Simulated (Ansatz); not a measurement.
Relaxation of AsH4Si2 (7 atoms, charge 1, multiplicity 1), to a largest force component of 0.015 eV/Å in at most 40 steps.

These are results of Ansatz 0.2.0, RKS BHLYP/def2-SVP, not measurements.

```xyz
7
Properties=species:S:1:pos:R:3
Si -1.998 -0.533 0.335
Si -0.053 -0.435 -0.902
As 1.556 0.677 0.457
H -2.565 0.673 -0.370
H 0.709 -0.711 -2.144
H 0.509 0.966 1.504
H 1.842 -0.637 1.120
```

Where does it end, and by what steps?

The forces met the threshold. Limits of this set-up: the dipole of an ion depends on the origin. After 25 steps the energy has fallen by 0.468 eV; H4 moved furthest, 1.01 Å.

```json
{"step": "0", "energy less start (eV)": "0.0000", "largest force component (eV/Å)": "0.839", "accepted": "yes"}
{"step": "1", "energy less start (eV)": "-0.1630", "largest force component (eV/Å)": "0.487", "accepted": "yes"}
{"step": "2", "energy less start (eV)": "-0.2177", "largest force component (eV/Å)": "0.278", "accepted": "yes"}
{"step": "3", "energy less start (eV)": "-0.2527", "largest force component (eV/Å)": "0.233", "accepted": "yes"}
{"step": "4", "energy less start (eV)": "-0.2758", "largest force component (eV/Å)": "0.233", "accepted": "yes"}
{"step": "5", "energy less start (eV)": "-0.3025", "largest force component (eV/Å)": "0.269", "accepted": "yes"}
{"step": "6", "energy less start (eV)": "-0.3274", "largest force component (eV/Å)": "0.247", "accepted": "yes"}
{"step": "7", "energy less start (eV)": "-0.3454", "largest force component (eV/Å)": "0.288", "accepted": "yes"}
{"step": "8", "energy less start (eV)": "-0.3523", "largest force component (eV/Å)": "0.222", "accepted": "yes"}
{"step": "9", "energy less start (eV)": "-0.3434", "largest force component (eV/Å)": "0.499", "accepted": "no"}
{"step": "10", "energy less start (eV)": "-0.3587", "largest force component (eV/Å)": "0.071", "accepted": "yes"}
{"step": "11", "energy less start (eV)": "-0.3592", "largest force component (eV/Å)": "0.177", "accepted": "yes"}
{"step": "12", "energy less start (eV)": "-0.3636", "largest force component (eV/Å)": "0.053", "accepted": "yes"}
{"step": "13", "energy less start (eV)": "-0.3644", "largest force component (eV/Å)": "0.027", "accepted": "yes"}
{"step": "14", "energy less start (eV)": "-0.3650", "largest force component (eV/Å)": "0.038", "accepted": "yes"}
{"step": "15", "energy less start (eV)": "-0.3658", "largest force component (eV/Å)": "0.040", "accepted": "yes"}
{"step": "16", "energy less start (eV)": "-0.3704", "largest force component (eV/Å)": "0.183", "accepted": "yes"}
{"step": "17", "energy less start (eV)": "-0.3813", "largest force component (eV/Å)": "0.177", "accepted": "yes"}
{"step": "18", "energy less start (eV)": "-0.3982", "largest force component (eV/Å)": "0.156", "accepted": "yes"}
{"step": "19", "energy less start (eV)": "-0.4427", "largest force component (eV/Å)": "0.176", "accepted": "yes"}
{"step": "20", "energy less start (eV)": "-0.4567", "largest force component (eV/Å)": "0.154", "accepted": "yes"}
{"step": "21", "energy less start (eV)": "-0.4521", "largest force component (eV/Å)": "0.271", "accepted": "no"}
{"step": "22", "energy less start (eV)": "-0.4670", "largest force component (eV/Å)": "0.061", "accepted": "yes"}
{"step": "23", "energy less start (eV)": "-0.4668", "largest force component (eV/Å)": "0.086", "accepted": "no"}
{"step": "24", "energy less start (eV)": "-0.4675", "largest force component (eV/Å)": "0.039", "accepted": "yes"}
{"step": "25", "energy less start (eV)": "-0.4677", "largest force component (eV/Å)": "0.004", "accepted": "yes"}
```

```xyz
7
Properties=species:S:1:pos:R:3
Si -2.572 -0.618 -0.113
Si -0.320 -0.410 -0.368
As 1.313 0.981 0.624
H -1.702 0.583 -0.889
H 0.032 -0.947 -1.705
H 0.929 0.545 2.020
H 2.320 -0.134 0.431
```

Whether the end is a true minimum wasn't checked by a vibrational analysis.

Time of the run: 38 s on 1 thread of AMD EPYC 9R45 96-Core Processor (Zen 5) (shared host), peak memory 0.2 GiB.
